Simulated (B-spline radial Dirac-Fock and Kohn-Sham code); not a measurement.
**Sb³⁺: non-radiative channels of the N3 vacancy**

System: the Sb³⁺ ion, [Kr] 4d10 5s2, inside a Watson sphere of charge -3 and radius 1.6 Å (a model of the Madelung potential; inside it an electron's potential energy is raised by 27.0 eV).

These are calculated numbers from a radial atomic solver; the model is independent-particle rates on relativistic LDA orbitals of the hole state (multipoles up to L = 3, Coulomb Auger matrix elements, transition energies from Dirac-Fock). Kinetic energies are configuration averages from the vacuum level; the two-hole energies are estimated from single-hole states.

```tsv
transition	kinetic energy (eV)	width (meV)	share (%)
N3-N4N4	11.18	912	2.6
N3-N4N5	12.21	21300	60.7
N3-N5N5	13.68	12400	35.2
N3-N5O1	48.26	435	1.2
```

Coster-Kronig rates are the weakest part of this model and often come out 1.5 to 2.5 times too large. Super-Coster-Kronig decay this fast strains the one-particle picture, and such widths tend to come out too large. The listed channels hold 100 % of the non-radiative rate. Summed by principal shells, of 35.1 eV in all: NNN 98.5 %, NNO 1.5 %.
